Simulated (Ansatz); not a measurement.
Geometry optimisation, RKS PBE0/def2-SVP (Ansatz 0.2.0).

Input:

```yaml
crystal:
  periodic: [false, false, false]
  atoms:
    - { symbol: O, position_ang: [0.9029, -2.0965, 0.46] }
    - { symbol: C, position_ang: [0.3718, -0.9524, 0.2347] }
    - { symbol: Si, position_ang: [1.0767, 0.537, 0.6961] }
    - { symbol: Si, position_ang: [-1.0558, -0.6652, -0.5578] }
    - { symbol: Cl, position_ang: [-2.80552, -1.19749, 0.40798] }
    - { symbol: H, position_ang: [0.3666, 1.319, 1.7506] }
    - { symbol: H, position_ang: [1.5017, 1.4804, -0.382] }
    - { symbol: H, position_ang: [-1.20224, -1.2093, -1.96747] }
basis:
  gaussian: { orbitals: def2-SVP }
hamiltonian:
  xc: pbe0
relax:
  f_tol: 0.015
  max_steps: 40
```

Run as:

```bash
$ ansatz run input.yaml --threads 2 --pin off --max-ram 3072MiB --backend cpu --events-out ev --progress --plain --runs-dir out
```

**Question.** Where does it end, and by what steps?

**Answer.** The run converged. After 20 steps the energy has fallen by 3.192 eV; Si3 moved furthest, 0.66 Å. The start is strongly strained (largest force component 10 eV/Å).

| step | energy less start (eV) | largest force component (eV/Å) | accepted |
| --- | --- | --- | --- |
| 0 | 0.0000 | 9.771 | yes |
| 1 | -1.1305 | 6.244 | yes |
| 2 | -2.2203 | 1.849 | yes |
| 3 | -2.7983 | 1.017 | yes |
| 4 | -2.8854 | 1.377 | yes |
| 5 | -2.9889 | 0.851 | yes |
| 6 | -3.0160 | 0.179 | yes |
| 7 | -3.0400 | 0.518 | yes |
| 8 | -3.0744 | 1.589 | yes |
| 9 | -3.1002 | 1.691 | yes |
| 10 | -3.1466 | 0.946 | yes |
| 11 | -3.1738 | 0.380 | yes |
| 12 | -3.1738 | 0.234 | no |
| 13 | -3.1827 | 0.083 | yes |
| 14 | -3.1869 | 0.115 | yes |
| 15 | -3.1896 | 0.108 | yes |
| 16 | -3.1915 | 0.065 | yes |
| 17 | -3.1917 | 0.047 | yes |
| 18 | -3.1919 | 0.027 | yes |
| 19 | -3.1920 | 0.017 | yes |
| 20 | -3.1920 | 0.005 | yes |

```xyz
8
Properties=species:S:1:pos:R:3
O 1.194 -2.274 0.743
C 0.522 -1.412 0.313
Si 0.601 0.678 0.261
Si -1.149 -0.671 -0.256
Cl -3.180 -0.907 0.107
H 0.855 0.888 1.718
H 1.180 1.810 -0.534
H -0.868 -0.897 -1.710
```

The run took 45 s on 2 threads of Intel(R) Xeon(R) Platinum 8375C CPU @ 2.90GHz (Ice Lake), on a shared host, peak memory 0.22 GiB.
